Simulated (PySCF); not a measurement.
# Correlation energy of Bi (bismuth, neutral)

[Xe] 4f14 5d10 6s2 6p3, high-spin 4S determinant. All numbers are calculated (PySCF 2.14, the spin-free X2C one-electron Hamiltonian (Gaussian nucleus), in ANO-RCC-VTZP (8s7p5d3f2g, 93 functions)). Frozen: [Kr] 4d10 4f14; 23 electrons correlated.

```csv
level,correlation energy (mhartree)
CCSD,-614.09
(T),-16.15
CCSD(T),-630.24
```

Diagnostics: T1 = 0.0060, D1 = 0.0249, largest double amplitude 0.034.

Spin-orbit coupling is strong in this species (close to jj coupling), so the high-spin LS determinant is a model state, not a physical level.

Cost of the coupled-cluster step: roughly 50 core-seconds, for 23 correlated electrons.

Iterations:

```
CC2 = 0
CCSD nocc = (np.int64(13), np.int64(10)), nmo = (63, 63)
frozen orbitals [[0, 1, 2, 3, 4, 5, 6, 7, 8, 9, 10, 11, 12, 13, 14, 15, 16, 17, 18, 19, 20, 21, 22, 24, 25, 26, 27, 28, 29, 30], [0, 1, 2, 3, 4, 5, 6, 7, 8, 9, 10, 11, 12, 13, 14, 15, 16, 17, 18, 19, 20, 21, 22, 24, 25, 26, 27, 28, 29, 30]]
max_cycle = 100
direct = 0
conv_tol = 1e-08
conv_tol_normt = 1e-06
diis_space = 8
diis_start_cycle = 0
Init t2, MP2 energy = -0.657144871354868
Init E_corr(UCCSD) = -0.657144871383668
cycle = 1  E_corr(UCCSD) = -0.599162661697689  dE = 0.0579822097  norm(t1,t2) = 0.0654955
cycle = 2  E_corr(UCCSD) = -0.615656129422067  dE = -0.0164934677  norm(t1,t2) = 0.0137842
cycle = 3  E_corr(UCCSD) = -0.613716977042192  dE = 0.00193915238  norm(t1,t2) = 0.00402965
cycle = 4  E_corr(UCCSD) = -0.614089819226958  dE = -0.000372842185  norm(t1,t2) = 0.00123077
cycle = 5  E_corr(UCCSD) = -0.614108829727656  dE = -1.90105007e-05  norm(t1,t2) = 0.000205411
cycle = 6  E_corr(UCCSD) = -0.614091602933169  dE = 1.72267945e-05  norm(t1,t2) = 6.26471e-05
cycle = 7  E_corr(UCCSD) = -0.61409229045482  dE = -6.87521652e-07  norm(t1,t2) = 1.17932e-05
cycle = 8  E_corr(UCCSD) = -0.614092935931085  dE = -6.45476264e-07  norm(t1,t2) = 2.22114e-06
cycle = 9  E_corr(UCCSD) = -0.61409283672804  dE = 9.92030443e-08  norm(t1,t2) = 6.23616e-07
cycle = 10  E_corr(UCCSD) = -0.614092837645021  dE = -9.16980714e-10  norm(t1,t2) = 1.28723e-07
UCCSD converged
E(UCCSD) = -21528.94875477685  E_corr = -0.614092837645021
UCCSD(T) correction = -0.0161474509030862
```

Spin-orbit coupling is strong in this species, so the high-spin LS determinant is a model state.
